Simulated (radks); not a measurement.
Tl2+, configuration [Xe] 4f14 5d10 7p1 (not the ground configuration).

All-electron calculation, scalar-relativistic Kohn-Sham, PBE, spin-polarised, spherical densities, point nucleus; open shells are filled with parallel spins first (spin-orbit coupling, left out, can overturn this in heavy ions). Program: a radial shooting solver on a logarithmic mesh with Libxc functionals.

Energy parts (eV):
part                       energy
total                  -550874.62
kinetic                 620697.20
electron-nucleus      -1372200.32
Hartree                 210904.86
exchange-correlation    -10276.35

Orbitals (lengths in bohr, moments of r in powers of bohr; r(90%) holds 90 % of the orbital's charge):
orbital,occ.,eigenvalue (eV),r(90%)
1s up,1,-85662.98,0.0299
1s down,1,-85662.98,0.0299
2s up,1,-15271.58,0.107
2s down,1,-15271.58,0.107
2p up,3,-13135.47,0.102
2p down,3,-13135.47,0.102
3s up,1,-3663.484,0.260
3s down,1,-3663.481,0.260
3p up,3,-3048.834,0.268
3p down,3,-3048.831,0.268
3d up,5,-2412.839,0.252
3d down,5,-2412.837,0.252
4s up,1,-836.3357,0.561
4s down,1,-836.3314,0.561
4p up,3,-634.9075,0.605
4p down,3,-634.9029,0.605
4d up,5,-399.0253,0.655
4d down,5,-399.0200,0.655
5s up,1,-154.9888,1.25
5s down,1,-154.9739,1.25
4f up,7,-138.0236,0.745
4f down,7,-138.0172,0.745
5p up,3,-100.0947,1.45
5p down,3,-100.0767,1.45
5d up,5,-39.0098,2.03
5d down,5,-38.9657,2.03
7p up,1,-8.9771,8.11

The highest occupied level is 7p up at -8.977 eV. Spin moment in Bohr magnetons: 1. Summed over all electrons, <r^2> = 75.37 bohr^2, which gives a Langevin (diamagnetic) susceptibility term of -59.7 x 10^-6 cm^3/mol.
